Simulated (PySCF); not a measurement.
C₂H₉FSi₂, SMILES CC[SiH2][SiH2]F. Atoms are numbered in the order given.

```xyz
14

C     -3.0742    -0.1477     0.1311
C     -1.6240    -0.5660    -0.0927
Si    -0.3902     0.8664    -0.0985
Si     1.7891     0.0392    -0.3328
F      2.0125    -1.0910     0.8297
H     -3.4238     0.5398    -0.6553
H     -3.2014     0.3679     1.0959
H     -3.7497    -1.0177     0.1316
H     -1.2934    -1.2732     0.6877
H     -1.5160    -1.1050    -1.0499
H     -0.4854     1.6438     1.1787
H     -0.6661     1.8114    -1.2299
H      2.8404     1.0866    -0.1645
H      1.9875    -0.6307    -1.6544
```

The structure is a stationary point at PBE0-D3(BJ)/def2-SVP. This is a generated structure with no PubChem entry under its InChIKey; it may be hypothetical. The values are those of a single conformer.

Two levels are set side by side: PBE/pcSseg-1 (PySCF) and B3LYP/pcSseg-1 (PySCF). GIAO shifts against CFCl3 (¹⁹F), TMS (²⁹Si), TMS (¹H), TMS (¹³C) at the same level; non-relativistic, no solvent, atoms listed together averaged. Differences are taken from unrounded values.

```tsv
quantity	B3LYP	PBE	PBE minus B3LYP
δ(¹³C) of C1 (ppm)	16.2	16.4	0.2
δ(¹³C) of C2 (ppm)	5.6	5.8	0.2
δ(²⁹Si) of Si3 (ppm)	-62.7	-67.4	-4.6
δ(²⁹Si) of Si4 (ppm)	8.7	13.9	5.1
δ(¹⁹F) of F5 (ppm)	-268.4	-292.5	-24.1
δ(¹H) of H13, H14 (ppm)	5.77	6.14	0.37
```

Rough cost on one machine, each run with all the roots and properties that it gave: B3LYP against PBE within a factor of 2.
